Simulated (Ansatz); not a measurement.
```yaml
crystal:
  periodic: [false, false, false]
  atoms:
    - {symbol: Al, position_ang: [-0.500471, 1.406431, 0.104325]}
    - {symbol: Al, position_ang: [1.855277, 0.623031, 0.045570]}
    - {symbol: Al, position_ang: [0.564599, -1.475571, -0.086393]}
    - {symbol: Ga, position_ang: [-1.765507, -0.672659, 0.002436]}
basis:
  gaussian: {orbitals: "6-31G*", final_grid: {core_spheres: 8, valence_spheres: 7, degree: 23}}
total_charge: -1
magnetization: {spin_polarized: true, initial_magnetization: 1}
hamiltonian: {xc: {name: r2SCAN50}, dispersion: d4}
scf: {omitted_lower_state_checks: [starts]}
output: {forces: true}
```

```sh
$ ansatz run in.yaml --threads 2 --pin off --events-out ev --progress --plain --max-ram 4352MiB
```

It prints (some lines left out):

```
Functional definition: r2SCAN50
806 factors; integrals over basis functions are off by at most 9.1e-4 eV
mean field evaluation 1: about -72155.1875 eV, gradient 6.3e0 eV
mean field evaluation 2: about -72155.3703 eV, gradient 5.4e0 eV
mean field evaluation 4: about -72155.4637 eV, gradient 1.8e0 eV
mean field evaluation 8: about -72155.5592 eV, gradient 1.7e-1 eV
mean field evaluation 16: about -72155.5633 eV, gradient 3.6e-2 eV
mean field evaluation 32: about -72155.5728 eV, gradient 6.3e-6 eV
mean field -72155.57284985 eV, -2651.6683934281 hartree, gradient 6.3e-6 eV, S^2 0.965290; 0 other end points of the search recorded, 0 dependent functions left out
reference -72155.57285846 eV, -2651.6683937444 hartree; 36, 35 occupied and 56, 57 virtual orbitals, 806 factors
Total energy: -72155.62532153 eV, -2651.6703217267 hartree
Atom 0 at    -0.500471     1.406431     0.104325 Å, force    -0.029672     0.171607     0.012175 eV/Å
Atom 1 at     1.855277     0.623031     0.045570 Å, force     0.588287     0.266019     0.009567 eV/Å
Atom 2 at     0.564599    -1.475571    -0.086393 Å, force    -0.120660    -0.164311    -0.007283 eV/Å
Atom 3 at    -1.765507    -0.672659     0.002436 Å, force    -0.437955    -0.273316    -0.014458 eV/Å
Dipole moment:    -0.457163    -0.162020     0.002397 e Å
Checks for a lower state left out: starts
```

Hardware: 2 threads of Arm Neoverse V2 on a shared host. Wall time 12 s.

The 6-31G sets use Cartesian d functions. The highest occupied level of an anion often lies above zero with these methods, and sets without diffuse functions describe the outer electron poorly. The charge -1 doublet is spin-contaminated (final ⟨S²⟩ up to 0.97, 0.75 for a pure state).

The dipole of an ion depends on the origin.
